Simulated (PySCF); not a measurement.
Ligand exchange on a metal centre used in film growth or etching (Cd Br-H). Isolated molecules, 0 K electronic values unless said otherwise.

The dipole moment from two functionals at the same geometries (PBE-D3(BJ)/def2-SVP), both in PySCF: PBE-D3(BJ)/def2-TZVP and B3LYP-D3(BJ)/def2-TZVP. B3LYP has the VWN-RPA correlation part, as in Gaussian. 

```
species                                PBE-D3(BJ)/def2-TZVP (D)
-------------------------------------  ------------------------
0 of 2 Br replaced by H ([Cd(Br)2])                        0.00
1 of 2 Br replaced by H ([Cd(Br)(H)])                      2.09
2 of 2 Br replaced by H ([Cd(H)2])                         0.00
```

### Question
What does B3LYP-D3(BJ)/def2-TZVP give for each?

### Answer

- 0 of 2 Br replaced by H ([Cd(Br)2]): 0.00
- 1 of 2 Br replaced by H ([Cd(Br)(H)]): 2.17
- 2 of 2 Br replaced by H ([Cd(H)2]): 0.00
Over these rows, drawn at random from the members with no instability flagged (it was tested for open shells, ions and some series alone), PBE minus B3LYP-D3(BJ): mean -0.03 D, from -0.09 D to 0.00 D.
